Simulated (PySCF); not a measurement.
Correlation energy of Mg²⁺ (magnesium, charge +2)

[Ne], closed-shell 1S. Calculation: PySCF 2.14, in Sapporo-DZP-2012; the spin-free X2C one-electron Hamiltonian (Gaussian nucleus). Frozen: [He] 2s2; 6 electrons correlated.

Total MP2 correlation energy: -165.35 mhartree.

Same-spin part -48.80 and opposite-spin part -116.55 mhartree; SCS-MP2 scales them by 1/3 and 6/5 to -156.12 mhartree.

```tsv
level	correlation energy (mhartree)
CCSD	-169.21
(T)	-0.49
CCSD(T)	-169.70
```

Diagnostics: T1 = 0.0014, D1 = 0.0020, largest double amplitude 0.017.

Cost of the coupled-cluster step: 0.09 s of wall time on 1 thread of Neoverse-N1 (shared host), for 6 correlated electrons.

Iterations:

```
CC2 = 0
CCSD nocc = 3, nmo = 20
frozen orbitals [0, 1]
max_cycle = 100
direct = 0
conv_tol = 1e-08
conv_tol_normt = 1e-06
diis_space = 8
diis_start_cycle = 0
Init t2, MP2 energy = -199.251858426358  E_corr(MP2) -0.165350909176277
Init E_corr(CCSD) = -0.165350909183919
cycle = 1  E_corr(CCSD) = -0.168821370759344  dE = -0.00347046158  norm(t1,t2) = 0.00467141
cycle = 2  E_corr(CCSD) = -0.169168609068503  dE = -0.000347238309  norm(t1,t2) = 0.000632477
cycle = 3  E_corr(CCSD) = -0.169206478342886  dE = -3.78692744e-05  norm(t1,t2) = 0.000128516
cycle = 4  E_corr(CCSD) = -0.169209541856299  dE = -3.06351341e-06  norm(t1,t2) = 1.40549e-05
cycle = 5  E_corr(CCSD) = -0.169209236436928  dE = 3.0541937e-07  norm(t1,t2) = 1.43711e-06
cycle = 6  E_corr(CCSD) = -0.16920922096188  dE = 1.54750481e-08  norm(t1,t2) = 8.52937e-08
cycle = 7  E_corr(CCSD) = -0.169209220542131  dE = 4.19749208e-10  norm(t1,t2) = 1.11513e-08
CCSD converged
E(CCSD) = -199.2557167377238  E_corr = -0.1692092205421309
CCSD(T) correction = -0.00048774028356504
```
